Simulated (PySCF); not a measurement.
An unknown gives this computed stick spectrum. Theory: PySCF, TDDFT CAM-B3LYP/def2-SVPD, vertical, gas phase, core orbitals frozen in the response. Geometries: GFN2-xTB, one conformer each.

| state | ν̃ (cm⁻¹) | f | main configurations (H = HOMO, L = LUMO) |
| --- | --- | --- | --- |
| S1 | 36570 | 0.039 | H→L (42%), H→L+1 (33%), H-1→L (16%) |
| S2 | 40630 | 0.100 | H→L (46%), H→L+1 (33%), H-1→L (15%) |
| S3 | 41540 | 0.0096 | H-2→L (96%) |
| S4 | 43480 | 0.0088 | H-2→L+1 (97%) |
| S5 | 47370 | 0.511 | H-1→L (57%), H→L+1 (27%) |
| S6 | 49880 | 0.366 | H-1→L+1 (78%), H→L (8%) |
| S7 | 53090 | 0.0002 | H-3→L (69%), H-4→L (22%) |
| S8 | 54420 | 0.0000 | H-4→L (47%), H-3→L+1 (17%), H-3→L (16%) |

Triplets computed (Tamm–Dancoff): 3.11, 3.80, 4.14 eV.

Orbital energies (eV): HOMO-3 -11.36, HOMO-2 -9.62, HOMO-1 -9.42, HOMO -8.57, LUMO -1.08, LUMO+1 -0.69, LUMO+2 1.09.

Task: Which structure fits?
A. `C(#N)[Si@@](N=C)(CC#C)C`
B. `C#Cc1ncc(C)n1[SiH3]`
C. `N#Cc1c(C)ccpc1`

Result: C. Its S1 lies at 4.53 eV; the nearest of the others has S1 at 4.12 eV. S1 is HOMO→LUMO (42%), HOMO→LUMO+1 (33%), HOMO-1→LUMO (16%). Löwdin shares by element: HOMO carbon 43% or more, phosphorus 28% (atoms not listed hold the other 30%); LUMO carbon 47% or more, phosphorus 19% (atoms not listed hold the other 34%). At the same level the other candidates give, for their lowest levels:
- `C#Cc1ncc(C)n1[SiH3]`: 5.14 eV (f 0.352); 5.57 eV (f 0.001); 5.87 eV (f 0.000); 5.91 eV (f 0.005); 6.07 eV (f 0.000); T1 3.54 eV; HOMO -7.50, LUMO 0.41 eV
- `C#CC[Si@@](C)(C#N)N=C`: 4.12 eV (f 0.000); 6.49 eV (f 0.041); 6.57 eV (f 0.063); 6.62 eV (f 0.077); 6.73 eV (f 0.001); T1 3.52 eV; HOMO -9.00, LUMO -0.22 eV
